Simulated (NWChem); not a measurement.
System: C3H3F3; SMILES C(=C)C(F)(F)F

Input file for NWChem:

```
start job
memory heap 200 mb stack 900 mb global 1100 mb
geometry units angstroms noautoz
  C     -0.030773    -2.111996     0.000000
  C      0.658829    -0.975055     0.000000
  C      0.015500     0.376288     0.000000
  F     -1.331354     0.314444     0.000000
  F      0.390865     1.091403     1.085974
  F      0.390865     1.091403    -1.085974
  H      0.472105    -3.074063     0.000000
  H     -1.116149    -2.118573     0.000000
  H      1.745104    -0.950788     0.000000
end
basis spherical
  * library 6-31g*
end
dft
  xc bhlyp
  iterations 150
end
tddft
  nroots 6
  notriplet
end
task tddft energy
```

All runs use the structure optimised with B3LYP/6-31G* (spherical d).

Vertical excitations in the gas phase.

Q: Give the results of this calculation. (BHandHLYP/6-31G* (spherical d), full TDDFT.) Quantities: lowest excitation, singlet (eV); oscillator strength of that lowest state; lowest state with f > 0.02, singlet (eV); oscillator strength of that bright state; orbital gap (eV).

A: 
```yaml
lowest excitation, singlet (eV): 8.09
oscillator_strength_of_that_lowest_state: 0.419
lowest state with f > 0.02, singlet (eV): 8.09
oscillator_strength_of_that_bright_state: 0.419
orbital gap (eV): 10.35
```
